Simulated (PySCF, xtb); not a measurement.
B(H)2(iPr) (C3H9B), SMILES BC(C)C.

Harmonic wavenumbers (cm⁻¹) from GFN2-xTB in xtb 6.7.1 at its own minimum, in rising order: 151, 203, 219, 333, 335, 382, 773, 811, 836, 943, 968, 995, 995, 1150, 1178, 1199, 1267, 1276, 1407, 1421, 1500, 1508, 1511, 1515, 2645, 2679, 2837, 3008, 3012, 3027, 3033, 3041, 3042.

Q: What does PySCF 2.14.0 with ωB97X-D3(BJ)/def2-SVP give at its own minimum? (Estimate from the structure and the level; the computed values follow.)

A: 213, 216, 232, 315, 343, 366, 739, 834, 879, 924, 986, 989, 1077, 1166, 1194, 1225, 1290, 1353, 1404, 1418, 1468, 1483, 1488, 1495, 2564, 2652, 2919, 3053, 3056, 3137, 3138, 3157, 3158. Paired by order, the mean absolute difference is 41 cm⁻¹ and the zero-point energies are 70.3 and 71.4 kcal/mol.
